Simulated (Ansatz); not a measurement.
Molecule: 4-methoxy-1,3-thiazole, C4H5NOS, charge 0, multiplicity 1. 
Coordinates optimised at B3LYP-D3(BJ)/def2-TZVP (Ansatz, a quantum-chemistry and plane-wave program):
```xyz
12

C      2.7162    -0.5555     0.4474
O      1.8589     0.2382    -0.3760
C      0.5357     0.1231    -0.1684
C     -0.3923     0.8282    -0.8897
S     -1.9637     0.4145    -0.3376
C     -1.2655    -0.6610     0.8062
N      0.0364    -0.7146     0.7860
H      2.5150    -1.6186     0.3099
H      3.7266    -0.3183     0.1241
H      2.5875    -0.3048     1.5009
H     -0.2218     1.5362    -1.6810
H     -1.8784    -1.2391     1.4812
```

Atomisation energy built up term by term with Ansatz (kcal/mol; UHF references for open shells; valence terms freeze the core; atomic spin-orbit terms are left out). Basis-set limits of correlation are two-point, X^-3; Hartree-Fock from the larger set.

The Hartree-Fock reference is unstable (checked in the largest basis), which strains HF and MP2. 

```csv
term,basis,kcal/mol
Hartree-Fock,cc-pV(Q+d)Z,(withheld)
CCSD correlation,"CBS(cc-pV(T+d)Z,cc-pV(Q+d)Z)",(withheld)
(T),"CBS(cc-pV(T+d)Z,cc-pV(Q+d)Z)",33.08
core correlation,cc-pwCVTZ,5.89
scalar relativity (X2C),cc-pVTZ-DK against cc-pVTZ,-1.53
sum: De,,(withheld)
```

### Question
Some entries are withheld; supply them.

### Answer

- Hartree-Fock, kcal/mol: 834.16
- CCSD correlation, kcal/mol: 357.11
- sum: De, kcal/mol: 1228.7
